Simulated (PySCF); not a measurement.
CHF₂, SMILES F[CH]F (connectivity only; charge and spin as stated), charge +1, multiplicity 1.

Geometry optimised at PBE0-D3(BJ)/def2-TZVP. The multiplicity is an assumed one; other spin states were not compared. The isomer is the one that the SMILES or the coordinates give; other isomers of the formula were not compared.

These are PBE/def2-TZVPD run with PySCF values and carry that method's errors.

Symmetry labels are those of the subgroup C2v that the program uses (full group C2v).

Computed valence orbital energies around the gap with their symmetry:
```json
[
 {"orbital": "HOMO−7", "symmetry": "B2", "energy (eV)": "-41.58"},
 {"orbital": "HOMO−6", "symmetry": "A1", "energy (eV)": "-26.59"},
 {"orbital": "HOMO−5", "symmetry": "B2", "energy (eV)": "-24.24"},
 {"orbital": "HOMO−4", "symmetry": "A1", "energy (eV)": "-24.12"},
 {"orbital": "HOMO−3", "symmetry": "B1", "energy (eV)": "-23.03"},
 {"orbital": "HOMO−2", "symmetry": "A2", "energy (eV)": "-20.52"},
 {"orbital": "HOMO−1", "symmetry": "B2", "energy (eV)": "-19.80"},
 {"orbital": "HOMO", "symmetry": "A1", "energy (eV)": "-19.34"},
 {"orbital": "LUMO", "symmetry": "B1", "energy (eV)": "-12.31"},
 {"orbital": "LUMO+1", "symmetry": "A1", "energy (eV)": "-6.23"},
 {"orbital": "LUMO+2", "symmetry": "A1", "energy (eV)": "-5.45"},
 {"orbital": "LUMO+3", "symmetry": "B2", "energy (eV)": "-4.90"}
]
```
